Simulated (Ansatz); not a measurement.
A run for Ansatz (a first-principles code): R-CCSD(T)/def2-TZVPP on CH3ISi (SMILES C[Si]I), a point of a torsion scan. Elements past Kr take the def2 small-core potentials; no spin–orbit coupling. The run froze 15 orbitals, filled d shells among them.

Ansatz 0.2 input:
```yaml
crystal:
  periodic: [false, false, false]
  atoms:
    - {symbol: C, position_ang: [-0.65744805, -0.00939509, 0.01397071]}
    - {symbol: Si, position_ang: [0.81702313, 1.21029855, -0.02109515]}
    - {symbol: I, position_ang: [2.46213922, -0.10098738, 1.37135288]}
    - {symbol: H, position_ang: [-0.79839675, -0.47818050, 0.98735649]}
    - {symbol: H, position_ang: [-1.58763822, 0.48582370, -0.25949601]}
    - {symbol: H, position_ang: [-0.49307233, -0.80949798, -0.70888866]}
basis:
  gaussian:
    orbitals: def2-TZVPP
magnetization: {spin_polarized: false}
correlation: {method: ccsd_t, electrons: outside_noble_gas}
scf: {lower_state_search: off}
```

Task: What total energy does the run end on?

Result: -625.7096 hartree (reference determinant -625.2348, T1 diagnostic 0.015).

Task: How many basis functions does it have, and what does it roughly cost on one machine?

Result: 165 functions; very roughly 23 core-seconds.
